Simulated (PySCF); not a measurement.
# Polarisability and C₆ of B+ (boron, charge +1)

[He] 2s2, closed-shell 1S. Calculation: PySCF 2.14, in aug-cc-pVDZ; no relativity, point nucleus. Coupled (time-dependent) response in atomic units; α is the mean over directions. A double-zeta set is small for polarisabilities.

| method | mean α (bohr³) | C₆ (like pair) | S(−4) |
| --- | --- | --- | --- |
| UHF | 11.47 | 32.08 | 114.1 |
| PBE | 10.75 | 29.17 | 99.81 |
| PBE0 | 10.87 | 29.65 | 102.2 |
| M06-L | 11.61 | 33.62 | 111.4 |

S(−4) is the Cauchy moment in α(ω) = α(0) + S(−4) ω² + …

α(iu) at UHF:

| u (hartree) | α(iu) (bohr³) |
| --- | --- |
| 0 | 11.47 |
| 0.0500 | 11.19 |
| 0.100 | 10.44 |
| 0.200 | 8.240 |
| 0.300 | 6.141 |
| 0.500 | 3.453 |
| 0.750 | 1.909 |
| 1.00 | 1.191 |
| 1.50 | 0.5837 |
| 2.00 | 0.3443 |
| 3.00 | 0.1616 |
| 5.00 | 0.06265 |

A single London oscillator, α(iu) = α/(1 + u²/ω²), gives C₆ = (3/4) ω α². Matching the computed C₆ needs ω = 4 × 32.08 / (3 × 11.47²) = 0.325 hartree.

For an ion, C₆ is the dispersion term alone; charge-induced terms of lower order in 1/R come first.
